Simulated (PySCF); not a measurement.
Computed shifts of a molecule C2H9NSi, KT2/pcSseg-1 run with PySCF, GIAO, gas phase, atoms alike by connectivity averaged where their shifts nearly agree, in ppm (number of nuclei): ²⁹Si: -27.2 (1). ¹⁵N: 8.8 (1). ¹³C: 13.0 (1), 11.7 (1). ¹H: 5.33 (1), 4.98 (1), 1.41 (3), 1.25 (1), 0.76 (1), 0.39 (1), 0.15 (1). References: ²⁹Si against TMS (σ = 361.9 ppm); ¹⁵N against NH3 (σ = 266.2 ppm); ¹³C against TMS (σ = 185.1 ppm); ¹H against TMS (σ = 31.47 ppm), references at their B3LYP-D3(BJ)/def2-TZVP geometries, non-relativistic. Coordinates come from a r2SCAN-D4/def2-SVP optimisation. Other conformers were not sampled.

Question: Which structure fits?
A) CNC[SiH3]
B) C[C@@H](N)[SiH3]
C) CC[SiH2]N
D) C[SiH2]CN

Answer: C, CC[SiH2]N
